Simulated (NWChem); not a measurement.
System: BCl

Input file for NWChem:

```
start job
memory heap 200 mb stack 900 mb global 1100 mb
geometry units angstroms noautosym nocenter noautoz
  B      0.000000     0.000000    -1.290223
  Cl     0.000000     0.000000     0.429027
end
basis spherical
  B library def2-tzvp
  Cl library def2-tzvp
end
dft
  xc bhlyp
  iterations 150
end
tddft
  cis
  ecut -98.0
  nroots 6
  notriplet
end
task tddft energy
```

Parts of the log:

```
             Northwest Computational Chemistry Package (NWChem) 7.3.0
             --------------------------------------------------------

                             Geometry "geometry" -> ""
                             -------------------------

 Output coordinates in angstroms (scale by  1.889725989 to convert to a.u.)

  No.       Tag          Charge          X              Y              Z
 ---- ---------------- ---------- -------------- -------------- --------------
    1 B                    5.0000     0.00000000     0.00000000    -1.29022300
    2 Cl                  17.0000     0.00000000     0.00000000     0.42902700

 Effective nuclear repulsion energy (a.u.)      26.1626093733

                                 NWChem DFT Module
                                 -----------------

 Summary of "ao basis" -> "ao basis" (spherical)
 ------------------------------------------------------------------------------
       Tag                 Description            Shells   Functions and Types
 ---------------- ------------------------------  ------  ---------------------
 B                         def2-tzvp                11       31   5s3p2d1f
 Cl                        def2-tzvp                13       37   5s5p2d1f

            General Information
            -------------------
          SCF calculation type: DFT
          Wavefunction type:  closed shell.
          No. of atoms     :     2
          No. of electrons :    22
           Alpha electrons :    11
            Beta electrons :    11
          Charge           :     0
          Spin multiplicity:     1
          Use of symmetry is: off; symmetry adaption is: off
          Maximum number of iterations: 150
          AO basis - number of functions:    68
                     number of shells:    24
          Convergence on energy requested:  1.00D-06
          Convergence on density requested:  1.00D-05
          Convergence on gradient requested:  5.00D-04

              XC Information
              --------------
                        BHLYP Method XC Functional
                     Hartree-Fock (Exact) Exchange  0.500
                        Slater Exchange Functional  0.500 local
                    Becke 1988 Exchange Functional  0.500 non-local
              Lee-Yang-Parr Correlation Functional  1.000

             Grid Information
             ----------------
          Grid used for XC integration:  medium
          Radial quadrature: Mura-Knowles
          Angular quadrature: Lebedev.
          Tag              B.-S. Rad. Rad. Pts. Rad. Cut. Ang. Pts.
          ---              ---------- --------- --------- ---------
          B                   0.85       49           7.0       434
          Cl                  1.00       88           8.0       590
          Grid pruning is: on
          Number of quadrature shells:   137
          Spatial weights used:  Erf1

      Superposition of Atomic Density Guess
      -------------------------------------

 Sum of atomic energies:        -484.01240145

      Non-variational initial energy
      ------------------------------

 Total energy =    -484.270671
 1-e energy   =    -719.215057
 2-e energy   =     208.781776
 HOMO         =      -0.264472
 LUMO         =       0.018954

   convergence    iter        energy       DeltaE   RMS-Dens  Diis-err
 ---------------- ----- ----------------- --------- --------- ---------
 d= 0,ls=0.0,diis     1   -484.9643038624 -5.11D+02  7.32D-03  2.98D-01
 d= 0,ls=0.0,diis     2   -484.9739738460 -9.67D-03  3.82D-03  1.11D-01
 d= 0,ls=0.0,diis     3   -484.9886276754 -1.47D-02  1.15D-03  1.80D-02
 d= 0,ls=0.0,diis     4   -484.9909823145 -2.35D-03  1.99D-04  2.01D-04
 d= 0,ls=0.0,diis     5   -484.9910129623 -3.06D-05  1.02D-04  1.08D-05
  Resetting Diis
 d= 0,ls=0.0,diis     6   -484.9910166532 -3.69D-06  2.32D-05  8.23D-07
 d= 0,ls=0.0,diis     7   -484.9910168886 -2.35D-07  3.49D-06  3.35D-08

         Total DFT energy =     -484.991016888551
      One electron energy =     -719.507303348397
           Coulomb energy =      240.561888602212
    Exchange-Corr. energy =      -32.208211515624
 Nuclear repulsion energy =       26.162609373258

 Numeric. integr. density =       21.999999901947

                       DFT Final Molecular Orbital Analysis
                       ------------------------------------

[...]

                                NWChem TDDFT Module
                                -------------------

            General Information
            -------------------
           No. of orbitals :     136
            Alpha orbitals :      68
             Beta orbitals :      68
        Alpha frozen cores :       0
         Beta frozen cores :       0
     Alpha frozen virtuals :       0
      Beta frozen virtuals :       0
         Spin multiplicity :       1
    Number of AO functions :      68
        Use of symmetry is : off
      Symmetry adaption is : off
         Schwarz screening :  0.10D-07

              XC Information
              --------------
                 BHLYP Method XC Functional
              Hartree-Fock (Exact) Exchange   0.50
                 Slater Exchange Functional   0.50 local
             Becke 1988 Exchange Functional   0.50 non-local
       Lee-Yang-Parr Correlation Functional   1.00

             TDDFT Information
             -----------------
          Calculation type : Tamm-Dancoff TDDFT
         Wavefunction type : Restricted singlets
          No. of electrons :      22
           Alpha electrons :      11
            Beta electrons :      11
              No. of roots :       6
          Max subspacesize :    5200
            Max iterations :     100
               Target root :       1
           Target symmetry : none
             Energy Cutoff :-0.98D+02
      Symmetry restriction : off
                 Algorithm : Optimal
        Davidson threshold :  0.10D-03

    6 smallest eigenvalue differences (eV)
--------------------------------------------------------
  No. Spin  Occ  Vir  Irrep   E(Occ)    E(Vir)   E(Diff)
--------------------------------------------------------
    1    1    1   12 a      -102.841    -0.030  2797.637
    2    1    1   13 a      -102.841    -0.030  2797.637
    3    1    1   14 a      -102.841     0.086  2800.791
    4    1    1   15 a      -102.841     0.111  2801.460
    5    1    1   16 a      -102.841     0.165  2802.922
    6    1    1   17 a      -102.841     0.165  2802.922
--------------------------------------------------------

  Entering Davidson iterations
  Restricted singlet excited states

  Iter   NTrls   NConv    DeltaV     DeltaE      Time
  ----  ------  ------  ---------  ---------  ---------
    1      6       0     0.11E+00   0.10+100        4.2
    2     12       0     0.31E-01   0.50E-01        4.0
    3     18       0     0.67E-02   0.13E-02        4.0
    4     24       2     0.20E-02   0.52E-04        4.2
    5     28       5     0.12E-03   0.81E-06        5.3
    6     29       6     0.63E-04   0.18E-08        5.0
  ----  ------  ------  ---------  ---------  ---------
  Convergence criterion met

  Ground state a        -484.991016888551 a.u.

  ----------------------------------------------------------------------------
  Root   1 singlet a            102.640269998 a.u.             2792.9850 eV
  ----------------------------------------------------------------------------
     Transition Moments    X -0.00413   Y  0.00412   Z -0.00000
     Dipole Oscillator Strength                    0.0023289962
     Electric Quadrupole                           0.0001158852
     Magnetic Dipole                               0.0002190818
     Total Oscillator Strength                     0.0026639633

     Occ.    1  a   ---  Virt.   12  a        0.98141
     Occ.    1  a   ---  Virt.   16  a       -0.10539
     Occ.    1  a   ---  Virt.   25  a       -0.15173
  ----------------------------------------------------------------------------
  Root   2 singlet a            102.640269999 a.u.             2792.9850 eV
  ----------------------------------------------------------------------------
     Transition Moments    X  0.00412   Y  0.00413   Z  0.00000
     Dipole Oscillator Strength                    0.0023289962
     Electric Quadrupole                           0.0001158852
     Magnetic Dipole                               0.0002190818
     Total Oscillator Strength                     0.0026639633

     Occ.    1  a   ---  Virt.   13  a       -0.98141
     Occ.    1  a   ---  Virt.   17  a        0.10539
     Occ.    1  a   ---  Virt.   24  a        0.15173
  ----------------------------------------------------------------------------
  Root   3 singlet a            102.743484367 a.u.             2795.7936 eV
  ----------------------------------------------------------------------------
     Transition Moments    X -0.00000   Y -0.00000   Z -0.00577
     Dipole Oscillator Strength                    0.0022771107
     Electric Quadrupole                           0.0001322973
     Magnetic Dipole                               0.0000000000
     Total Oscillator Strength                     0.0024094080

     Occ.    1  a   ---  Virt.   15  a       -0.80523
     Occ.    1  a   ---  Virt.   18  a       -0.52375
     Occ.    1  a   ---  Virt.   19  a        0.23205
     Occ.    1  a   ---  Virt.   28  a        0.11232
  ----------------------------------------------------------------------------
  Root   4 singlet a            102.788119934 a.u.             2797.0082 eV
  ----------------------------------------------------------------------------
     Transition Moments    X  0.00000   Y  0.00000   Z  0.00039
     Dipole Oscillator Strength                    0.0000103128
     Electric Quadrupole                           0.0000031766
     Magnetic Dipole                               0.0000000000
     Total Oscillator Strength                     0.0000134894

[...]
```

Level: BHandHLYP/def2-TZVP, restricted-window TDA. Geometry: optimised at PBE0/def2-SVP. The quadrupole and magnetic terms of the printed total strengths depend on the origin.
